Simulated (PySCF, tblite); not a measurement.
Isomers of [C7H6FS]+ (charge +1), one GFN2-xTB conformer each. Single-point energies are computed at PBE0/pcSseg-1 (PySCF, gas phase, no added dispersion term), electronic only.

```tsv
SMILES	GFN2-xTB relative energy (kJ/mol)
C=C(F)c1cc[s+]cc1	0.0
C=Cc1cccc(F)[s+]1	20.1
```

Conformers: `[CH2:1]=[C:2]([F:3])[c:4]1[cH:5][cH:6][s+:7][cH:8][cH:9]1` (charge +1) with C1–C2–C4–C5 0°; `[CH2:1]=[CH:2][c:3]1[cH:4][cH:5][cH:6][c:7]([F:8])[s+:9]1` (charge +1) with C1–C2–C3–C4 0°.

What does PBE0/pcSseg-1 give for the same structures?

| SMILES | PBE0/pcSseg-1 E (Eh) | PBE0/pcSseg-1 (kJ/mol) | GFN2-xTB (kJ/mol) | point group |
| --- | --- | --- | --- | --- |
| C=C(F)c1cc[s+]cc1 | -767.47308 | 0.0 | 0.0 | Cs |
| C=Cc1cccc(F)[s+]1 | -767.46416 | 23.4 | 20.1 | Cs |

Both levels put the same isomer lowest. 

Which frontier levels and rotational constants go with these structures?

| SMILES | HOMO (eV, PBE0/pcSseg-1) | LUMO (eV) | A, B, C (MHz) |
| --- | --- | --- | --- |
| C=C(F)c1cc[s+]cc1 | -12.03 | -8.04 | 3527, 888.8, 709.9 |
| C=Cc1cccc(F)[s+]1 | -12.15 | -7.90 | 3043, 1012, 759.5 |

What happens when harmonic zero-point energies from GFN2-xTB frequencies are added?

```
           SMILES  ZPE (kJ/mol)  electronic (kJ/mol)  with ZPE (kJ/mol)
C=C(F)c1cc[s+]cc1         277.0                  0.0                0.0
C=Cc1cccc(F)[s+]1         276.7                 23.4               23.1
```

The zero-point energies span 0.3 kJ/mol. The order is unchanged.
